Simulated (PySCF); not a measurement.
Sn(F)3(Ph), C6H5F3Sn, SMILES [F][Sn]([F])([F])[c]1ccccc1 (GFN2-xTB optimised geometry):

```
15

F     -3.503    -0.892    -1.605
Sn    -2.648    -0.002     0.000
F     -3.421    -1.000     1.589
F     -3.390     1.889     0.000
C     -0.405    -0.002     0.000
C      0.233     1.111    -0.487
C      1.623     1.101    -0.484
C      2.310     0.000    -0.003
C      1.625    -1.101     0.480
C      0.236    -1.113     0.487
H     -0.313     1.967    -0.857
H      2.156     1.961    -0.859
H      3.390     0.001    -0.005
H      2.161    -1.959     0.857
H     -0.307    -1.967     0.864
```

Calculation: PBE0/def2-TZVP, def2 effective core potentials past Kr in PySCF.

What are the frontier orbital energies and the dipole moment?

HOMO-2 -9.54 eV, HOMO-1 -8.64 eV, HOMO -8.48 eV, LUMO -3.13 eV, LUMO+1 -1.68 eV; dipole moment 6.83 D.

On the same geometry PBE/def2-TZVP, def2 effective core potentials past Kr run with PySCF gives HOMO-2 -8.14 eV, HOMO-1 -7.60 eV, HOMO -7.47 eV, LUMO -4.00 eV, LUMO+1 -2.50 eV; dipole moment 6.66 D.
